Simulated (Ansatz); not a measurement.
Total energies of `[CH3][Hf]([OH])([F])[Br]`.

Cartesian coordinates in Å:
```
C -0.591 -1.222 -0.369
Hf 0.694 0.507 0.076
O -0.411 1.706 1.047
F 2.107 -0.181 1.147
Br 1.496 1.427 -2.128
H -0.034 -1.986 -0.924
H -0.977 -1.688 0.544
H -1.452 -0.928 -0.981
H -0.832 2.366 1.588
```

Total charge 0; spin multiplicity 1. Correlated methods include outer-core shells of Br, Hf, which these sets cover unevenly. Scalar relativity is left out up to krypton. Hf: def2 effective core potential. All single points use the PBE0-D4/def2-TZVP geometry. It is one conformer, not always the lowest. Basis def2-TZVPP, Ansatz.

RPA on PBE orbitals: Hartree–Fock energy of these orbitals -2834.66873 Eh, correlation -1.91941 Eh (frozen core).

| functional | kind | energy without D4 (Eh) | D4 term (kJ/mol) |
| --- | --- | --- | --- |
| HSE06 (plane-wave form) | screened hybrid | -2837.55681 | -14.1 |
| ωB97M-V | range-separated hybrid meta-GGA with VV10 | -2837.80859 | – |

Task: Give the same for LDA (SPW92), PBE, revPBE, BLYP, r2SCAN, B97M-V, PBE0, B3LYP, r2SCANh, r2SCAN0, BHLYP, CAM-B3LYP, LC-ωPBE, ωB97X-V, B2PLYP, PBE-QIDH. (Estimate.)

Result: Ansatz gave: 
| functional | kind | energy without D4 (Eh) | D4 term (kJ/mol) |
| --- | --- | --- | --- |
| LDA (SPW92) | LDA | -2832.87158 | – |
| PBE | GGA | -2837.50279 | -16.9 |
| revPBE | GGA | -2837.85640 | -39.1 |
| BLYP | GGA | -2838.06541 | -34.3 |
| r2SCAN | meta-GGA | -2838.01167 | -4.3 |
| B97M-V | meta-GGA with VV10 | -2837.59046 | – |
| PBE0 | global hybrid, 25 % exact exchange | -2837.56355 | -14.7 |
| B3LYP | global hybrid, 20 % | -2838.15319 | -27.0 |
| r2SCANh | meta-GGA hybrid, 10 % | -2837.98040 | -4.7 |
| r2SCAN0 | meta-GGA hybrid, 25 % | -2837.93536 | -5.2 |
| BHLYP | global hybrid, 50 % | -2837.89120 | -24.9 |
| CAM-B3LYP | range-separated hybrid | -2838.11832 | -15.5 |
| LC-ωPBE | long-range corrected hybrid | -2837.64534 | – |
| ωB97X-V | range-separated hybrid GGA with VV10 | -2837.77120 | – |
| B2PLYP | double hybrid | -2837.47996 | – |
| PBE-QIDH | double hybrid | -2837.15083 | – |

B3LYP takes the VWN-RPA correlation (the form of Gaussian; ORCA's B3LYP/G). HSE06 is the plane-wave form, built on full-range PBE exchange. The double hybrids freeze the cores in their second-order part.

LC-ωPBE has ω = 0.4 bohr⁻¹.
